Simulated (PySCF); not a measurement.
## Polarisability and C₆ of Co²⁺ (cobalt, charge +2)

[Ar] 3d7, high-spin 4F determinant. Computed with PySCF 2.14 in def2-TZVPPD (6s6p4d2f1g, 67 functions), with the non-relativistic Hamiltonian (point nucleus). Coupled (time-dependent) response in atomic units; α is the mean over directions.

```tsv
method	mean α (bohr³)	C₆ (like pair)	S(−4)
UHF	2.318	5.673	3.346
PBE	2.902	6.824	7.285
PBE0	2.691	6.426	5.622
revPBE	2.904	6.835	7.321
```

S(−4) is the Cauchy moment in α(ω) = α(0) + S(−4) ω² + …

α(iu) at PBE0:

```csv
u (hartree),α(iu) (bohr³)
0,2.691
0.0500,2.677
0.100,2.637
0.200,2.495
0.300,2.307
0.500,1.938
0.750,1.596
1.00,1.370
1.50,1.086
2.00,0.8975
3.00,0.6367
5.00,0.3487
```

A single London oscillator, α(iu) = α/(1 + u²/ω²), gives C₆ = (3/4) ω α². Matching the computed C₆ needs ω = 4 × 6.426 / (3 × 2.691²) = 1.18 hartree.

For an ion, C₆ is the dispersion term alone; charge-induced terms of lower order in 1/R come first.
